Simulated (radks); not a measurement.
The numbers below are computed, except where a source is named.
All-electron atom: the hafnium ion Hf+ in [Xe] 4f14 5d1 6s2.

Code: a radial shooting solver on a logarithmic mesh with Libxc functionals. Model: Dirac Kohn-Sham, HCTH/407, spin-unpolarised, spherical densities, finite nucleus; open shells are shared between the two j in proportion to 2j + 1; Fermi nuclear charge, rms radius 5.347 fm.

Energy parts (eV):
| part | energy |
|---|---|
| total | -411008.93 |
| kinetic | 459497.03 |
| electron-nucleus | -1022697.09 |
| Hartree | 160863.04 |
| exchange-correlation | -8671.90 |

Orbitals (lengths in bohr, moments of r in powers of bohr; r(90%) holds 90 % of the orbital's charge):
| orbital | occ. | eigenvalue (eV) | <r^2> | r(90%) | <1/r> |
|---|---|---|---|---|---|
| 1s1/2 | 2 | -65171.63 | 0.0004956 | 0.0345 | 83.74 |
| 2s1/2 | 2 | -11156.95 | 0.007585 | 0.125 | 20.30 |
| 2p1/2 | 2 | -10662.13 | 0.005431 | 0.110 | 20.28 |
| 2p3/2 | 4 | -9470.450 | 0.006636 | 0.120 | 17.23 |
| 3s1/2 | 2 | -2550.945 | 0.04967 | 0.306 | 7.452 |
| 3p1/2 | 2 | -2330.569 | 0.04567 | 0.298 | 7.371 |
| 3p3/2 | 4 | -2074.935 | 0.05232 | 0.318 | 6.584 |
| 3d3/2 | 4 | -1700.562 | 0.04072 | 0.290 | 6.478 |
| 3d5/2 | 6 | -1644.682 | 0.04255 | 0.296 | 6.289 |
| 4s1/2 | 2 | -522.0396 | 0.2476 | 0.673 | 3.125 |
| 4p1/2 | 2 | -431.5125 | 0.2563 | 0.691 | 3.017 |
| 4p3/2 | 4 | -372.9162 | 0.2928 | 0.738 | 2.742 |
| 4d3/2 | 4 | -223.7119 | 0.3234 | 0.793 | 2.524 |
| 4d5/2 | 6 | -212.9543 | 0.3375 | 0.810 | 2.457 |
| 4f5/2 | 6 | -28.3933 | 0.5670 | 1.12 | 1.945 |
| 4f7/2 | 8 | -26.6230 | 0.5898 | 1.14 | 1.915 |
| 5s1/2 | 2 | -76.8097 | 1.438 | 1.63 | 1.187 |
| 5p1/2 | 2 | -50.9618 | 1.787 | 1.84 | 1.057 |
| 5p3/2 | 4 | -43.0004 | 2.101 | 1.99 | 0.9613 |
| 5d3/2 | 0.4 | -11.2017 | 5.297 | 3.33 | 0.6214 |
| 5d5/2 | 0.6 | -10.6134 | 5.683 | 3.45 | 0.5994 |
| 6s1/2 | 2 | -11.8336 | 11.07 | 4.58 | 0.4043 |

The highest occupied level is 5d5/2 at -10.613 eV. Summed over all electrons, <r^2> = 57.02 bohr^2, which gives a Langevin (diamagnetic) susceptibility term of -45.2 x 10^-6 cm^3/mol. The density falls to 0.001 e/bohr^3 at r = 4.59 bohr. The electron density at the nucleus is 1.207e+06 e/bohr^3.
